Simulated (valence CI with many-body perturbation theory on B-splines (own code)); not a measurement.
# E1 transitions of Cu22+

Method: valence CI with perturbative core correlation (CI+MBPT): five valence electrons over a frozen Dirac-Fock core [He], radial functions for each j: 9 s, 9 p, 8 d, 6 f, 3 g, 1 h, with the one-electron correlation potential Σ1, the two-electron term Σ2, the three-electron term Σ3, Breit, model QED; selected CI, second order for the rest (own B-spline code, finite nucleus).

No measured spectrum was set against this ion. As an estimate, levels of excited configurations hold to 0.05 to 0.15 % of their energy, terms of the ground configuration to about 0.5 %. Among the levels kept, up to 2100 cm⁻¹ of a level comes from second order outside the variational space, and about a tenth of that is noise between levels of different J, which matters for small intervals.

Lines 151 to 200 of 284 in falling wavelength, among levels below 1283.8 eV, chosen from the strongest by gf and those to the six lowest levels. Wavelengths and rates use the calculated energies, so an error of 800 cm⁻¹ moves a line at 1.090 nm by 0.0087 % and its rate by three times that or more. Electric multipoles are in the length gauge, E1 and E2 with the static RPA response of the core. Weak lines are less certain than strong ones. Lines between different terms over intervals too small for the method are left out, as are lines whose strength nearly cancels. The highest levels of a list are the least certain.

Names give the largest LS component (configuration and term), which can be under half, so a name can repeat, a term be missing and a line seem to break the LS rules; names also repeat where a configuration has a term twice. Letters in brackets count levels of one name in rising energy.

```
λ vac (nm)                   Upper            Lower   A (s⁻¹)  log gf  Branch %
     1.090       2s2 2p2 3s 2D_5/2  2s2 2p3 2P°_3/2  4.76e+11   -1.29      14.2
     1.088  2s2 2p2 3p 2P°_3/2 [c]    2s 2p4 4P_5/2  1.61e+10   -2.94      10.9
     1.088       2s2 2p2 3s 2D_3/2  2s2 2p3 2P°_3/2  3.48e+12   -0.61      76.6
     1.088       2s 2p3 3s 4D°_1/2    2s 2p4 4P_1/2  1.57e+12   -1.25      55.7
     1.087       2s2 2p2 3s 4P_5/2  2s2 2p3 2D°_5/2  7.38e+11   -1.11      29.4
     1.087       2s2 2p2 3s 4P_3/2  2s2 2p3 2D°_3/2  3.84e+11   -1.57      17.4
     1.085       2s 2p3 3s 4D°_3/2    2s 2p4 4P_3/2  1.95e+12   -0.86      76.9
     1.084       2s 2p3 3s 4D°_5/2    2s 2p4 4P_3/2  5.68e+11   -1.22      21.9
     1.083       2s2 2p2 3s 2P_3/2  2s2 2p3 2D°_5/2  2.84e+12   -0.70      56.5
     1.083       2s2 2p2 3s 2P_1/2  2s2 2p3 2D°_3/2  3.95e+12   -0.86      75.8
     1.081       2s2 2p2 3s 4P_1/2  2s2 2p3 4S°_3/2  2.43e+12   -1.07      89.1
     1.076       2s2 2p2 3s 2P_3/2  2s2 2p3 2D°_3/2  7.08e+11   -1.31      14.1
     1.074       2s2 2p2 3s 2D_3/2  2s2 2p3 2P°_1/2  8.21e+10   -2.25       1.8
     1.072       2s2 2p2 3s 2S_1/2  2s2 2p3 2P°_3/2  1.67e+12   -1.24      46.2
     1.072       2s 2p3 3s 4D°_3/2    2s 2p4 4P_5/2  3.32e+11   -1.64      13.1
     1.071       2s 2p3 3s 4D°_5/2    2s 2p4 4P_5/2  1.93e+12   -0.70      74.1
     1.067       2s2 2p2 3d 4F_3/2  2s2 2p3 2P°_3/2  2.18e+10   -2.83       0.7
     1.067       2s2 2p2 3s 4P_3/2  2s2 2p3 4S°_3/2  1.60e+12   -0.96      72.6
     1.066       2s 2p3 3s 4D°_7/2    2s 2p4 4P_5/2  2.74e+12   -0.43      95.7
     1.065       2s2 2p2 3s 2D_5/2  2s2 2p3 2D°_5/2  1.81e+12   -0.73      54.1
     1.063       2s2 2p2 3s 2D_3/2  2s2 2p3 2D°_5/2  4.88e+11   -1.48      10.7
     1.063       2s2 2p2 3s 2P_1/2  2s2 2p3 4S°_3/2  6.34e+10   -2.67       1.2
     1.063       2s 2p3 3s 2D°_3/2    2s 2p4 4P_5/2  1.84e+11   -1.91       5.6
     1.060       2s2 2p2 3s 4P_5/2  2s2 2p3 4S°_3/2  1.76e+12   -0.75      70.3
     1.059       2s2 2p2 3s 2S_1/2  2s2 2p3 2P°_1/2  1.88e+12   -1.20      51.9
     1.059       2s 2p3 3s 2D°_5/2    2s 2p4 4P_5/2  1.95e+11   -1.71       5.1
     1.058       2s2 2p2 3s 2D_5/2  2s2 2p3 2D°_3/2  9.93e+11   -1.00      29.7
     1.057       2s2 2p2 3s 2P_3/2  2s2 2p3 4S°_3/2  1.02e+11   -2.16       2.0
     1.056       2s2 2p2 3s 2D_3/2  2s2 2p3 2D°_3/2  4.73e+11   -1.50      10.4
     1.054       2s2 2p2 3d 4F_3/2  2s2 2p3 2P°_1/2  6.06e+10   -2.39       1.8
     1.052   2s2 2p2 3d 2P_3/2 [a]  2s2 2p3 2P°_3/2  5.23e+11   -1.46       7.4
     1.051   2s2 2p2 3d 4F_5/2 [b]  2s2 2p3 2P°_3/2  2.31e+10   -2.64       0.5
     1.051       2s2 2p2 3d 4D_1/2  2s2 2p3 2P°_3/2  2.84e+11   -2.03       9.3
     1.047       2s2 2p2 3d 4D_3/2  2s2 2p3 2P°_3/2  2.16e+11   -1.85       2.0
     1.047       2s2 2p2 3d 2F_5/2  2s2 2p3 2P°_3/2  1.67e+11   -1.78       1.0
     1.043       2s2 2p2 3d 4F_3/2  2s2 2p3 2D°_5/2  2.54e+10   -2.78       0.8
     1.042       2s2 2p2 3d 4D_5/2  2s2 2p3 2P°_3/2  6.05e+10   -2.23       0.3
     1.041       2s2 2p2 3s 2S_1/2  2s2 2p3 2D°_3/2  6.21e+10   -2.69       1.7
     1.040       2s2 2p2 3d 4P_1/2  2s2 2p3 2P°_3/2  3.90e+11   -1.90       1.2
     1.039       2s2 2p2 3s 2D_5/2  2s2 2p3 4S°_3/2  6.67e+10   -2.19       2.0
     1.039   2s2 2p2 3d 2P_3/2 [a]  2s2 2p3 2P°_1/2  7.93e+11   -1.29      11.3
     1.039   2s2 2p2 3d 4F_5/2 [a]  2s2 2p3 2D°_5/2  1.55e+11   -1.82       1.7
     1.038       2s2 2p2 3d 4D_1/2  2s2 2p3 2P°_1/2  8.85e+11   -1.54      29.0
     1.038   2s2 2p2 3d 2P_1/2 [a]  2s2 2p3 2P°_3/2  1.70e+12   -1.26       7.4
     1.038       2s2 2p2 3s 2D_3/2  2s2 2p3 4S°_3/2  1.79e+10   -2.94       0.4
     1.036       2s2 2p2 3d 4F_3/2  2s2 2p3 2D°_3/2  1.02e+12   -1.18      30.8
     1.036   2s2 2p2 3d 2D_5/2 [a]  2s2 2p3 2P°_3/2  1.07e+11   -1.99       0.3
     1.036   2s2 2p2 3d 2D_3/2 [a]  2s2 2p3 2P°_3/2  1.04e+12   -1.17       4.9
     1.034       2s2 2p2 3d 4D_3/2  2s2 2p3 2P°_1/2  9.01e+11   -1.24       8.3
     1.033   2s2 2p2 3d 4F_5/2 [a]  2s2 2p3 2D°_3/2  9.09e+11   -1.06      10.0
```

**Question.** How does gf follow from A for the line at 1.071 nm?

**Answer.** gf = 1.4992 × (2J+1)_upper × A / σ², with σ = 9334557 cm⁻¹ and 2J+1 = 6: gf = 0.199.
